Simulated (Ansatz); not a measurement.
Reaction (ligand exchange at the Si–C bond): `C#C[Si](C)(F)Cl` + H–F → `C[Si](F)(F)Cl` + `C#C`

Gas-phase electronic energies from Ansatz, PBE0-D4/def2-TZVP geometries. CCSD(T)/CBS adds triple-zeta CCSD(T) − MP2 to the extrapolated MP2 energy (def2 sets, frozen cores). This one scheme is used for every species. Functionals use def2-TZVPP.

```
          level  ΔE (kJ/mol)  difference from CCSD(T)/CBS
         B97M-V       -119.4                         -7.9
     r2SCAN0-D4       -116.8                         -5.3
   CAM-B3LYP-D4       -121.8                        -10.3
        ωB97X-V       -117.5                         -6.0
        ωB97M-V       -117.6                         -6.1
        r2SCANh       -118.3                         -6.8
        r2SCAN0       -118.6                         -7.1
  CCSD/def2-SVP       -111.3                          0.2
CCSD/def2-TZVPP       -115.9                         -4.4
  HF/def2-QZVPP       -135.3                        -23.8
    CCSD(T)/CBS       -111.5                            0
```

Largest T1 diagnostic among the species: 0.013.

The D4 term adds +7.4 kJ/mol with B3LYP and +4.3 kJ/mol with PBE0; it sums over pairs of atoms, weighted by their polarisabilities, and B3LYP, whose exchange is more repulsive, gets the larger term. Leaving LDA and LC-ωPBE aside and taking each functional with its dispersion term where it has one, the values, not all of them listed here, spread over 22.7 kJ/mol, from CAM-B3LYP-D4 to revPBE-D4.

B3LYP here is the variant with VWN-RPA as its local correlation; programs differ in this.

CCSD(T)/CBS has its own doubt, a few kJ/mol and more with outer-core shells, so smaller differences from it don't rank the levels.
